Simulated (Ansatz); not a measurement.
Total energies of FGaH₂ (`[F][GaH2]`).

```xyz
4

F     0.077   -0.359    1.591
Ga   -0.006    0.028   -0.123
H    -1.438    0.378   -0.619
H     1.367   -0.046   -0.850
```

Charge 0, multiplicity 1. Correlated methods include outer-core shells of Ga, which these sets cover unevenly. Scalar relativity is left out up to krypton. All single points use the PBE0-D4/def2-TZVP geometry. Basis def2-TZVPP, Ansatz 0.2.0.

RPA on PBE orbitals: Hartree–Fock energy of these orbitals -2023.87888 Eh, correlation -0.75456 Eh (frozen core).

```json
{"functional": "LDA (SPW92)", "kind": "LDA", "energy without D4 (Eh)": "-2022.28108", "D4 term (kJ/mol)": "–"}
{"functional": "PBE", "kind": "GGA", "energy without D4 (Eh)": "-2025.57608", "D4 term (kJ/mol)": "-3.7"}
{"functional": "revPBE", "kind": "GGA", "energy without D4 (Eh)": "-2025.79337", "D4 term (kJ/mol)": "-11.2"}
{"functional": "BLYP", "kind": "GGA", "energy without D4 (Eh)": "-2026.03028", "D4 term (kJ/mol)": "-8.3"}
{"functional": "r2SCAN", "kind": "meta-GGA", "energy without D4 (Eh)": "-2025.91557", "D4 term (kJ/mol)": "-0.8"}
{"functional": "B97M-V", "kind": "meta-GGA with VV10", "energy without D4 (Eh)": "-2025.56598", "D4 term (kJ/mol)": "–"}
{"functional": "PBE0", "kind": "global hybrid, 25 % exact exchange", "energy without D4 (Eh)": "-2025.61583", "D4 term (kJ/mol)": "-3.1"}
{"functional": "B3LYP", "kind": "global hybrid, 20 %", "energy without D4 (Eh)": "-2026.02416", "D4 term (kJ/mol)": "-6.1"}
{"functional": "r2SCANh", "kind": "meta-GGA hybrid, 10 %", "energy without D4 (Eh)": "-2025.89874", "D4 term (kJ/mol)": "-0.9"}
{"functional": "r2SCAN0", "kind": "meta-GGA hybrid, 25 %", "energy without D4 (Eh)": "-2025.87467", "D4 term (kJ/mol)": "-1.0"}
{"functional": "HSE06 (plane-wave form)", "kind": "screened hybrid", "energy without D4 (Eh)": "-2025.61096", "D4 term (kJ/mol)": "-2.9"}
{"functional": "BHLYP", "kind": "global hybrid, 50 %", "energy without D4 (Eh)": "-2025.90622", "D4 term (kJ/mol)": "-4.8"}
{"functional": "CAM-B3LYP", "kind": "range-separated hybrid", "energy without D4 (Eh)": "-2026.06681", "D4 term (kJ/mol)": "-3.1"}
{"functional": "LC-ωPBE", "kind": "long-range corrected hybrid", "energy without D4 (Eh)": "-2025.66834", "D4 term (kJ/mol)": "–"}
{"functional": "ωB97X-V", "kind": "range-separated hybrid GGA with VV10", "energy without D4 (Eh)": "-2025.75748", "D4 term (kJ/mol)": "–"}
{"functional": "ωB97M-V", "kind": "range-separated hybrid meta-GGA with VV10", "energy without D4 (Eh)": "-2025.83279", "D4 term (kJ/mol)": "–"}
{"functional": "B2PLYP", "kind": "double hybrid", "energy without D4 (Eh)": "-2025.55084", "D4 term (kJ/mol)": "–"}
{"functional": "PBE-QIDH", "kind": "double hybrid", "energy without D4 (Eh)": "-2025.26908", "D4 term (kJ/mol)": "–"}
```

B3LYP takes the VWN-RPA correlation (the form of Gaussian; ORCA's B3LYP/G). HSE06 is the plane-wave form, built on full-range PBE exchange. The double hybrids freeze the cores in their second-order part.

LC-ωPBE has ω = 0.4 bohr⁻¹.
